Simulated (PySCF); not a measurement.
**Correlation energy of Cu (copper, neutral)**

[Ar] 3d10 4s1, 2S determinant. All numbers are calculated (PySCF 2.14, the spin-free X2C one-electron Hamiltonian (Gaussian nucleus), in x2c-TZVPPall (6s5p4d2f1g, 64 functions)). Frozen: [Ne]; 19 electrons correlated.

| level | correlation energy (mhartree) |
| --- | --- |
| CCSD | -730.65 |
| (T) | -20.84 |
| CCSD(T) | -751.49 |

Diagnostics: T1 = 0.020, D1 = 0.0654, largest double amplitude 0.023.

Cost of the coupled-cluster step: roughly 24 core-seconds, for 19 correlated electrons.

Iterations:

```
CC2 = 0
CCSD nocc = (np.int64(10), np.int64(9)), nmo = (59, 59)
frozen orbitals [[0, 1, 2, 3, 4], [0, 1, 2, 3, 4]]
max_cycle = 100
direct = 0
conv_tol = 1e-08
conv_tol_normt = 1e-06
diis_space = 8
diis_start_cycle = 0
Init t2, MP2 energy = -0.839906867923993
Init E_corr(UCCSD) = -0.839906867937619
cycle = 1  E_corr(UCCSD) = -0.672015011557163  dE = 0.167891856  norm(t1,t2) = 0.197459
cycle = 2  E_corr(UCCSD) = -0.757948145787569  dE = -0.0859331342  norm(t1,t2) = 0.144549
cycle = 3  E_corr(UCCSD) = -0.733632722221894  dE = 0.0243154236  norm(t1,t2) = 0.131818
cycle = 4  E_corr(UCCSD) = -0.729444097310304  dE = 0.00418862491  norm(t1,t2) = 0.0134827
cycle = 5  E_corr(UCCSD) = -0.730017312555821  dE = -0.000573215246  norm(t1,t2) = 0.00621183
cycle = 6  E_corr(UCCSD) = -0.730650148002046  dE = -0.000632835446  norm(t1,t2) = 0.00185527
cycle = 7  E_corr(UCCSD) = -0.730694318384366  dE = -4.41703823e-05  norm(t1,t2) = 0.00033956
cycle = 8  E_corr(UCCSD) = -0.730650734658519  dE = 4.35837258e-05  norm(t1,t2) = 0.000219283
cycle = 9  E_corr(UCCSD) = -0.730644464707995  dE = 6.26995052e-06  norm(t1,t2) = 6.4927e-05
cycle = 10  E_corr(UCCSD) = -0.730650850448414  dE = -6.38574042e-06  norm(t1,t2) = 2.57832e-05
cycle = 11  E_corr(UCCSD) = -0.730651099038263  dE = -2.48589848e-07  norm(t1,t2) = 8.26457e-06
cycle = 12  E_corr(UCCSD) = -0.73065114814517  dE = -4.91069073e-08  norm(t1,t2) = 2.82705e-06
cycle = 13  E_corr(UCCSD) = -0.7306511352197  dE = 1.29254695e-08  norm(t1,t2) = 1.25461e-06
cycle = 14  E_corr(UCCSD) = -0.730651164928456  dE = -2.97087558e-08  norm(t1,t2) = 2.1703e-07
cycle = 15  E_corr(UCCSD) = -0.730651161358866  dE = 3.56959007e-09  norm(t1,t2) = 6.17635e-08
UCCSD converged
E(UCCSD) = -1653.863330882005  E_corr = -0.7306511613588661
UCCSD(T) correction = -0.0208428438197212
```

This basis was not built for core-valence correlation, so the inner-shell part is incomplete.
